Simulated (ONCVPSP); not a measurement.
# Configuration tests for F (ONCV)

* Element: F (Z = 9)
* Generator: ONCVPSP 4.0.1
* Type: optimised norm-conserving Vanderbilt (ONCV)
* Functional: PBE
* Relativity: scalar-relativistic
* Frozen core: [He]
* Valence charge: 7
* Reference configuration: 2s1.75 2p5.25
* Partial waves: 2s: rc 0.55 bohr, ncon 4, nbas 9, qcut 10.7 1/bohr, 3 projectors, debl 1.4 Ha; 2p: rc 1.85 bohr, ncon 4, nbas 8, qcut 7 1/bohr, 3 projectors, debl 3.2 Ha
* Local potential: polynomial inside 0.50 bohr (lpopt 5, dvloc0 4 Ha)
* Core correction: Teter function, fcfact 2, rcfact 1.6

Energies are relative to the spin-unpolarised reference configuration 2s1.75 2p5.25; without spin polarisation the order of configurations can differ from experiment.

```
valence configuration  charge  ΔE all-electron (eV)  error AE − PS (meV)
              2s2 2p5       0                -4.699                 -2.1
              2s2 2p4      +1                14.691                 +217
              2s2 2p2      +3               113.713                +3782
```

What are ΔE and the potential's error for 2s2 2p3?

ΔE = 53.076 eV all-electron; the error (AE − PS) is +1205 meV.

Levels in the configuration 2s2 2p5:

| level | all-electron (eV) | pseudo (eV) |
| --- | --- | --- |
| 2s | -29.900 | -29.838 |
| 2p | -11.112 | -11.067 |

Note: ghosts flagged at negative energy: s at -636.1 eV; GHOST(+) flags only above 600 eV. A true bound ghost makes a file unfit for plane-wave use.
